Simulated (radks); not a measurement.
Q: Coherent X-ray form factor from a spherical all-electron density. All-electron calculation, Dirac Kohn-Sham, PBE, spin-unpolarised, spherical densities, point nucleus. Program: a radial shooting solver on a logarithmic mesh with Libxc functionals.

sin(theta)/lambda (1/angstrom)  f0 (electrons)
0.05                                    13.885
0.1                                     13.553
0.15                                    13.038
0.2                                     12.393
0.25                                    11.672
0.3                                     10.929
0.4                                      9.538
0.5                                      8.400
0.6                                      7.521
0.8                                      6.222
1                                        5.140
1.25                                     3.939
1.5                                      2.992
2                                        1.897

The species is in the configuration that NIST lists as its ground one. Which atom or ion scatters so?

A: The calcium ion Ca6+, [Ne] 3s2 3p2. Extrapolating in s^2 from the first two rows gives f0(0) = 14.0, near the electron count 14; among species with that count, the fall with angle is slower the higher Z, and the table is that of Z = 20; from so few rows the species is fixed only to a neighbour or two.
